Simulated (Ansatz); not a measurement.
System: CH$_{5}$FNSi, net charge 0, doublet state. It need not be the lowest isomer of its formula. SMILES: C[Si@H](F)[NH]
Coordinates optimised at B3LYP-D3(BJ)/def2-TZVP (Ansatz, a first-principles code):
```xyz
9

Si    -0.1072     0.1274    -0.3024
C      0.9974    -1.3624    -0.1829
F      0.6389     1.3711     0.4013
N     -1.6467    -0.2574     0.3919
H     -0.3849     0.5315    -1.6983
H      0.5443    -2.2123    -0.6952
H      1.9635    -1.1498    -0.6447
H      1.1681    -1.6399     0.8586
H     -1.9976     0.3230     1.1546
```
Charge 0, spin multiplicity 2.

Computed values are from Ansatz. Correlated levels leave the core frozen unless marked. Open shells are spin-unrestricted. Spin-orbit coupling is left out. Non-relativistic. Basis-set limits of correlation are two-point, X^-3; Hartree-Fock from the larger set. The bracket is a focal-point correction in the basis named.

The atomisation energy De is 770.2 kcal/mol at RI-MP2/CBS(cc-pV(T+d)Z,cc-pV(Q+d)Z)+[CCSD(T)-MP2]/cc-pV(T+d)Z. The total energy comes out as -484.6577 Eh at RI-MP2/CBS(cc-pV(T+d)Z,cc-pV(Q+d)Z)+[CCSD(T)-MP2]/cc-pV(T+d)Z, the dipole moment is 0.69 D at CCSD(T)/aug-cc-pV(D+d)Z and the T1 diagnostic is 0.013 at CCSD/cc-pV(T+d)Z.
